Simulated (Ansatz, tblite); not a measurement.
## Isomers of CH5AlClN

2 of its isomers, all singlets with charge 0: A = `C[NH][AlH][Cl]`; B = `[CH3][Al]([NH2])[Cl]`.

Shapes, held fixed at every level: PBE0-D4/def2-TZVP. Flexible molecules stand in one conformer, not always the lowest. Programs: Ansatz 0.2.0, tblite 0.8.0.

A:

```xyz
9

C     0.0289    0.7785   -1.0250
N     0.1236   -0.4964   -0.3439
Al   -0.0421   -0.8671    1.3661
Cl   -0.4368    0.7288    2.6733
H     0.9590    1.0398   -1.5422
H    -0.7809    0.7925   -1.7632
H    -0.1756    1.5702   -0.3018
H     0.3133   -1.2556   -0.9821
H     0.0991   -2.3370    1.9019
```

B:

```xyz
9

C    -0.2059    1.3612   -0.6096
Al   -0.1891   -0.5384   -0.2327
N     0.5856   -1.2497    1.1783
Cl   -1.1310   -1.8967   -1.5390
H     0.2722    1.5712   -1.5706
H     0.3137    1.9376    0.1596
H    -1.2314    1.7351   -0.6782
H     0.6010   -2.2351    1.3848
H     1.0736   -0.7315    1.8903
```

Electronic energies in kJ/mol, without zero-point or thermal terms.

Question: From chemical knowledge, estimate the order of stability.

Answer: B < A in rising energy, over a span of 90 kJ/mol, by CCSD(T)/CBS estimate. GFN2-xTB puts A lowest. The B − A difference spans -92.2 to +24.6 kJ/mol over the levels. The CBS estimate extrapolates MP2 from def2-TZVPP and def2-QZVPP and adds CCSD(T) − MP2 in the triple-zeta set, cores frozen. GFN2-xTB strays far from the other rows.

```
                level                   kind  B − A
             GFN2-xTB         semi-empirical  +24.6
          HF/def2-SVP           Hartree–Fock  -68.7
     SPW92/def2-TZVPP                    LDA  -83.9
  BHLYP-D4/def2-TZVPP          global hybrid  -85.8
r2SCAN0-D4/def2-TZVPP          global hybrid  -92.2
    B2PLYP/def2-TZVPP          double hybrid  -88.2
     CCSD(T)/def2-SVP  coupled cluster or CI  -67.6
        CCSD/def2-SVP  coupled cluster or CI  -68.5
 CCSD(T)/CBS estimate  coupled cluster or CI  -90.4
```
